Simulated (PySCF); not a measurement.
C3H11NSi2.
Numbering: `[CH2:1]=[CH:2][CH2:3][Si@H:4]([NH2:5])[SiH3:6]` (hydrogens: H7, H8 on C1; H9 on C2; H10, H11 on C3; H12 on Si4; H13, H14 on N5; H15, H16, H17 on Si6)

The closed-shell SCF was solved with PySCF and density fitting under several settings on one GFN2-xTB geometry (grid level 2 and gas phase unless stated).

| settings | basis functions | SCF cycles | E (Eh) | HOMO (eV) | LUMO (eV) | dipole (D) |
| --- | --- | --- | --- | --- | --- | --- |
| PBE0/pcSseg-1 | 171 | 12 | -754.1686 | -7.00 | -0.13 | 1.29 |
| PBE0/def2-SVPD | 216 | 13 | -753.9183 | -7.03 | -0.21 | 1.14 |

Q: Estimate the rows for these settings: (1) PBE0/IGLO-II, fitting basis def2-universal-jkfit; (2) HSE06/6-31++G**.

A: 
```json
{"settings": "PBE0/IGLO-II, fitting basis def2-universal-jkfit", "basis functions": "224", "SCF cycles": "10", "E (Eh)": "-754.2332", "HOMO (eV)": "-6.97", "LUMO (eV)": "-0.08", "dipole (D)": "1.26"}
{"settings": "HSE06/6-31++G**", "basis functions": "182", "SCF cycles": "14", "E (Eh)": "-754.2383", "HOMO (eV)": "-6.56", "LUMO (eV)": "-0.70", "dipole (D)": "1.16"}
```

Q: Over all rows, what range does the HOMO–LUMO gap span?

A: From 5.86 eV (HSE06/6-31++G**) to 6.89 eV (PBE0/IGLO-II, fitting basis def2-universal-jkfit). The functional of the narrowest has 25 % exact exchange at short range alone, that of the widest 25 % exact exchange.

Q: Compare two rows with the functional PBE0: PBE0/IGLO-II, fitting basis def2-universal-jkfit and PBE0/def2-SVPD. Which energy is lower, and by how much?

A: PBE0/IGLO-II, fitting basis def2-universal-jkfit (224 functions) lies 0.3149 Eh or 198 kcal/mol below PBE0/def2-SVPD (216 functions).

Cycle counts include a coarse-grid stage where the run had one. All basis functions are spherical, in the Pople sets too.

Conformer computed: `[CH2:1]=[CH:2][CH2:3][Si@H:4]([NH2:5])[SiH3:6]`: C1–C2–C3–Si4 -108°, C2–C3–Si4–N5 53°, H–N5–Si4–C3 36°, H–N5–Si4–C3 179°.

One conformer stands for the species.
